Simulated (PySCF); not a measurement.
**F (fluorine, neutral) across methods**

[He] 2s1 2p6, 2S determinant (an excited configuration). Computed with PySCF 2.14 in def2-QZVPPD, with the non-relativistic Hamiltonian (point nucleus).

```
 method  E (hartree)  mean ε 2s α (eV)  mean ε 2p α (eV)  mean ε 2p β (eV)  Σ⟨r²⟩ (bohr²)   ⟨S²⟩
   PBE0     -98.9407           -35.365           -14.992           -12.347          10.92  0.756
    UHF    -98.53889           -47.102           -22.365           -16.259          10.85  0.775
wB97M-V     -99.0027           -37.863           -17.457           -15.091          11.03  0.755
  HSE06     -98.9524           -34.909           -14.567           -11.935          10.92  0.756
    PBE     -98.9808           -31.293           -12.395           -10.643          11.06  0.754
  TPSSh     -99.0335           -33.643           -13.608           -11.335          10.92  0.755
   PW91     -99.0481           -31.326           -12.476           -10.737          11.05  0.753
 r2SCAN     -98.9751           -33.275           -13.171           -10.884          10.88  0.757
    LDA     -98.4438           -30.979           -12.526           -10.858          11.07  0.753
```
